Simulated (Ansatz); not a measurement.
GeMe3(NHiPr) (C6H17GeN), relaxed as a singlet with RKS PBE-D4/def2-SVP in Ansatz, starting from the GFN2-xTB geometry. Force threshold 0.03 eV/Å.

Start:

Cartesian coordinates in Å:
```
Ge -1.0616 -0.2942 -0.1095
C -2.4352 -0.4251 -1.5359
H -2.1831 -1.2177 -2.2339
H -2.5223 0.5032 -2.0933
H -3.4071 -0.6494 -1.1066
C -1.0425 -1.9765 0.9502
H -0.4531 -1.8883 1.8570
H -0.6371 -2.7897 0.3568
H -2.0577 -2.2380 1.2349
C -1.4937 1.2510 1.0943
H -1.4779 2.1881 0.5454
H -0.7914 1.3247 1.9194
H -2.4871 1.1198 1.5106
N 0.5049 -0.1569 -1.0696
C 1.8260 0.1887 -0.5786
C 2.1380 -0.6061 0.6802
C 1.9870 1.6893 -0.3163
H 0.3478 0.3046 -1.9563
H 2.5464 -0.1012 -1.3595
H 1.4799 -0.2886 1.4865
H 3.1696 -0.4475 0.9842
H 1.9796 -1.6646 0.4945
H 1.2991 2.0019 0.4663
H 3.0035 1.9148 -0.0025
H 1.7679 2.2578 -1.2182
```

```csv
step,energy (eV),largest force component (eV/Å),SCF passes
1,-64476.4101,0.906,20
2,-64476.5684,0.371,20
3,-64476.5838,0.107,20
4,-64476.5852,0.030,20
```

Force components are those of the run's own axes.

End:

```tsv
atom	x (Å)	y (Å)	z (Å)
Ge1	-1.082	-0.320	-0.125
C2	-2.459	-0.420	-1.528
H3	-2.234	-1.248	-2.229
H4	-2.511	0.526	-2.103
H5	-3.455	-0.603	-1.078
C6	-1.076	-1.986	0.926
H7	-0.423	-1.906	1.817
H8	-0.715	-2.824	0.298
H9	-2.105	-2.218	1.270
C10	-1.469	1.204	1.078
H11	-1.461	2.157	0.512
H12	-0.716	1.273	1.889
H13	-2.468	1.080	1.545
N14	0.509	-0.170	-1.091
C15	1.821	0.201	-0.561
C16	2.143	-0.590	0.710
C17	1.995	1.714	-0.328
H18	0.341	0.279	-1.997
H19	2.578	-0.100	-1.326
H20	1.472	-0.299	1.547
H21	3.183	-0.396	1.043
H22	2.026	-1.679	0.540
H23	1.306	2.074	0.466
H24	3.033	1.966	-0.022
H25	1.769	2.285	-1.253
```

By distances, no bond broke or formed. The bond that changes most is Ge1–C10, from 2.01 to 1.98 Å (atoms count from 1).

No frequencies were taken in this run, so the end may be a saddle point.

Hardware: 4 threads of Arm Neoverse V1 on a shared host. Wall time 13 s.
